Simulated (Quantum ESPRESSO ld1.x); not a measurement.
Q: Rh IV, 42 electrons, occupied as [Ar] 3d10 4s2 4p5.5 4d6 4f0.5 (fractional occupations, a model configuration). Calculated with ld1.x of Quantum ESPRESSO 7.5: scalar-relativistic Kohn-Sham, exchange-only LDA, spin-polarised, spherical densities, point nucleus; open shells are filled with parallel spins first. Some entries of the table are withheld. Estimate them.

orbital,occ.,eigenvalue (eV),<1/r> (bohr^-1),r(max) (bohr)
1s up,1,-23049.319,47.00,0.02120
1s down,1,-23049.193,47.00,0.02120
2s up,1,-3377.501,10.64,0.1199
2s down,1,-3376.667,10.64,0.1199
2p up,3,-3033.180,10.31,0.09578
2p down,3,-3032.479,10.31,0.09577
3s up,1,-636.457,3.704,0.3519
3s down,1,-635.760,3.705,0.3519
3p up,3,-523.316,3.531,0.3448
3p down,3,-522.556,3.532,0.3449
3d up,5,-341.881,3.306,0.2908
3d down,5,-340.925,3.307,0.2910
4s up,1,-123.356,1.420,0.8778
4s down,1,-119.130,1.427,0.8745
4p up,3,(1),1.281,0.9372
4p down,2.5,(2),1.285,0.9334
4d up,5,-43.766,0.9896,1.099
4d down,1,-39.445,0.9840,1.097
4f up,0.5,-11.364,0.3264,3.291
4f down,0,-9.120,0.2831,3.715

A: 
(1) 4p up eigenvalue (eV): -90.813
(2) 4p down eigenvalue (eV): -86.461
